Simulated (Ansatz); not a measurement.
Isolated molecules relaxed with PBE0-D4/def2-TZVP in Ansatz; ΔE leaves out vibrations. CCSD(T)/CBS adds triple-zeta CCSD(T) − MP2 to the extrapolated MP2 energy (def2 sets, frozen cores). This one scheme is used for every species. DFT in def2-TZVPP. Each species was taken in one conformer, which may not be the lowest.

Consider the hydrogenolysis of a C–Al bond: `CN(C)[CH2][AlH2]` + H₂ → `CN(C)C` + `[AlH3]`.

(1) Is it downhill or uphill in electronic energy at CCSD(T)/CBS, and by how much? (Best estimate.)

(2) What do these levels give: r2SCANh-D4, CAM-B3LYP-D4, PBE-QIDH, r2SCANh, r2SCAN0, BHLYP, RPA@PBE/def2-TZVPP, MP2/def2-SVP, CCSD/def2-SVP, CCSD(T)/def2-TZVPP, HF/def2-QZVPP, MP2/CBS(def2)? (An estimate is asked.)

Largest T1 diagnostic among the species: 0.010.

Answers

(1) Ansatz gave: Downhill: ΔE = -34.3 kJ/mol.

(2) Ansatz gave: r2SCANh-D4 -33.6, CAM-B3LYP-D4 -40.6, PBE-QIDH -38.7, r2SCANh -35.7, r2SCAN0 -38.5, BHLYP -52.6, RPA@PBE/def2-TZVPP -40.2, MP2/def2-SVP -42.3, CCSD/def2-SVP -51.6, CCSD(T)/def2-TZVPP -37.5, HF/def2-QZVPP -69.1, MP2/CBS(def2) -28.7 kJ/mol.

Leaving LDA and LC-ωPBE aside and taking each functional with its dispersion term where it has one, the values, not all of them listed here, spread over 21.3 kJ/mol, from B97M-V to revPBE-D4. LDA lies +7.9 kJ/mol from PBE without D4. From r2SCAN to r2SCAN0 (25 % exact exchange), in def2-TZVPP and without D4, ΔE moves by −4.8 kJ/mol.
